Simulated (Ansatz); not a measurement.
The inner images of a band of AlF$_{2}$H$_{3}$OS (8 atoms, charge 0, multiplicity 1) are given out of order.

Computed with UKS PBE0-D4/def2-SVP in Ansatz.

Image 0:

```xyz
8
Properties=species:S:1:pos:R:3
Al -0.338 0.658 -0.435
O 1.325 0.366 -0.699
F -1.392 0.667 -1.724
F -0.790 1.585 0.879
H 0.718 -1.591 0.748
S -0.634 -1.532 0.700
H 1.853 0.786 -1.379
H -0.741 -0.938 1.910
```

Image 6:

```xyz
8
Properties=species:S:1:pos:R:3
Al -0.621 0.430 -0.107
O 1.310 0.195 -0.393
F -0.947 0.634 -1.734
F -0.734 1.759 0.889
H 1.524 -0.714 -0.125
S -1.051 -1.545 0.771
H 1.538 0.291 -1.331
H -1.019 -1.051 2.029
```

Question: Put them in order from the first end to the last, with their energies above the first end.
A.
```xyz
8
Properties=species:S:1:pos:R:3
Al -0.442 0.676 -0.373
O 1.238 0.270 -0.480
F -1.334 0.654 -1.776
F -0.910 1.739 0.819
H 0.658 -1.271 0.307
S -0.641 -1.535 0.712
H 1.871 0.498 -1.161
H -0.439 -1.031 1.951
```
B.
```xyz
8
Properties=species:S:1:pos:R:3
Al -0.668 0.533 -0.224
O 1.202 0.145 -0.337
F -1.226 0.676 -1.785
F -0.872 1.814 0.813
H 1.018 -0.806 -0.034
S -0.801 -1.533 0.702
H 1.830 0.235 -1.066
H -0.483 -1.066 1.932
```
C.
```xyz
8
Properties=species:S:1:pos:R:3
Al -0.670 0.472 -0.158
O 1.256 0.171 -0.340
F -1.075 0.645 -1.766
F -0.804 1.804 0.829
H 1.293 -0.776 -0.098
S -0.988 -1.531 0.743
H 1.692 0.293 -1.195
H -0.703 -1.077 1.985
```
D.
```xyz
8
Properties=species:S:1:pos:R:3
Al -0.385 0.677 -0.409
O 1.289 0.339 -0.573
F -1.350 0.645 -1.764
F -0.879 1.674 0.832
H 0.669 -1.530 0.497
S -0.671 -1.514 0.727
H 1.860 0.675 -1.265
H -0.534 -0.966 1.956
```
E.
```xyz
8
Properties=species:S:1:pos:R:3
Al -0.541 0.626 -0.312
O 1.190 0.182 -0.403
F -1.308 0.664 -1.785
F -0.910 1.784 0.819
H 0.731 -0.990 0.141
S -0.608 -1.539 0.686
H 1.857 0.330 -1.081
H -0.410 -1.058 1.935
```

Answer: D (+0.011 eV), A (+0.068 eV), E (+0.184 eV), B (-0.261 eV), C (-0.408 eV).

Run time: 2.2 min on 2 threads of Intel(R) Xeon(R) 6975P-C (Granite Rapids), with other jobs on the host, peak memory 0.29 GiB.
